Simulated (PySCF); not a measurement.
Compound: C6H13BO2.
Atom-mapped SMILES: `[CH3:1][O:2][B:3]([CH:4]=[C:5]([CH3:6])[CH3:7])[O:8][CH3:9]` (hydrogens: H10, H11, H12 on C1; H13 on C4; H14, H15, H16 on C6; H17, H18, H19 on C7; H20, H21, H22 on C9)

Geometry (PBE0-D3(BJ)/def2-SVP, Å), atoms numbered from 1 in this order:
```xyz
22
C6H13BO2 angstrom
C     -2.441    1.902   -0.109
O     -1.143    1.369   -0.092
B     -0.935    0.043    0.157
C      0.494   -0.577    0.176
C      1.675   -0.016   -0.168
C      2.958   -0.789   -0.078
C      1.832    1.390   -0.662
O     -2.058   -0.703    0.396
C     -2.047   -2.080    0.638
H     -3.082    1.393   -0.847
H     -2.930    1.810    0.875
H     -2.371    2.967   -0.371
H      0.567   -1.620    0.511
H      2.802   -1.814    0.287
H      3.453   -0.840   -1.062
H      3.670   -0.283    0.597
H      2.489    1.957    0.019
H      0.872    1.911   -0.742
H      2.334    1.393   -1.645
H     -1.526   -2.639   -0.158
H     -1.566   -2.324    1.601
H     -3.087   -2.434    0.679
```

Level: PBE0/pcSseg-1 in PySCF, non-relativistic, on one gas-phase PBE0-D3(BJ)/def2-SVP geometry that isn't relaxed in the solvent. The solvent is an IEF-PCM continuum (Bondi radii, 1.10 Å for H, scaled by 1.2). Only the electrostatic response of the medium enters.

Gas phase at PBE0/pcSseg-1: HOMO -6.97 eV, LUMO -0.43 eV, dipole 0.95 D.

Problem. What does the continuum do to the energy, the frontier levels and the dipole at PBE0/pcSseg-1 in dimethylsulfoxide?

Solution. 
```csv
solvent,ε,E(solvent) − E(gas) (kcal/mol),polarisation term (kcal/mol),distortion of the solute (kcal/mol),HOMO (eV),LUMO (eV),dipole (D)
dimethylsulfoxide,46.83,-3.78,-4.31,0.53,-7.09,-0.52,1.32
```

Polarisation term: ½ Σ q·V over the induced surface charges. Distortion: the rise of the solute's own energy as its density leaves the gas-phase optimum.

Problem. Give the dipole vector in the frame of the coordinates (D, pointing from negative to positive charge), gas and dimethylsulfoxide.

Solution. Gas (0.12, -0.94, 0.05), solvent (0.44, -1.25, 0.04). Its length changes by +39 % and its direction by 12°.

Problem. Which Hirshfeld charges (PBE0/pcSseg-1) respond most in dimethylsulfoxide (means over atoms taken as equivalent)?

Solution. 
```json
{"atoms": "C4", "environment": "alkene CH carbon", "gas (e)": "-0.158", "solvent (e)": "-0.167", "change": "-0.009"}
{"atoms": "O2/O8", "environment": "boron-bound oxygen", "gas (e)": "-0.169", "solvent (e)": "-0.178", "change": "-0.009"}
{"atoms": "B3", "environment": "three-coordinate boron", "gas (e)": "+0.226", "solvent (e)": "+0.218", "change": "-0.008"}
{"atoms": "H13", "environment": "vinylic hydrogen", "gas (e)": "+0.025", "solvent (e)": "+0.030", "change": "+0.005"}
{"atoms": "H14/H15/H16", "environment": "methyl hydrogen", "gas (e)": "+0.044", "solvent (e)": "+0.049", "change": "+0.005"}
{"atoms": "H10 (×6)", "environment": "methyl hydrogen", "gas (e)": "+0.042", "solvent (e)": "+0.046", "change": "+0.004"}
{"atoms": "C7", "environment": "allylic carbon", "gas (e)": "-0.121", "solvent (e)": "-0.124", "change": "-0.003"}
{"atoms": "C5", "environment": "fully substituted alkene carbon", "gas (e)": "+0.041", "solvent (e)": "+0.039", "change": "-0.002"}
```

Problem. Which Mayer bond orders change most in dimethylsulfoxide?

Solution. 
| bond | length (Å) | gas | solvent | change |
| --- | --- | --- | --- | --- |
| C4–C5 | 1.352 | 1.843 | 1.825 | -0.018 |
| B3–C4 | 1.558 | 0.963 | 0.978 | +0.015 |
| O8–C9 | 1.398 | 0.903 | 0.888 | -0.015 |
| C1–O2 | 1.404 | 0.899 | 0.889 | -0.010 |
| B3–O8 | 1.369 | 1.110 | 1.117 | +0.007 |
| C7–H17 | 1.104 | 0.944 | 0.940 | -0.004 |
| C7–H19 | 1.103 | 0.945 | 0.941 | -0.004 |
| C5–C6 | 1.501 | 1.069 | 1.072 | +0.003 |

On an Intel Xeon at 2.50 GHz with one thread, no GPU (shared host), this took 2.0 min wall and 1.3 GiB of memory at its peak. This is the whole shielding run at PBE0/pcSseg-1 in dimethylsulfoxide, SCF included.
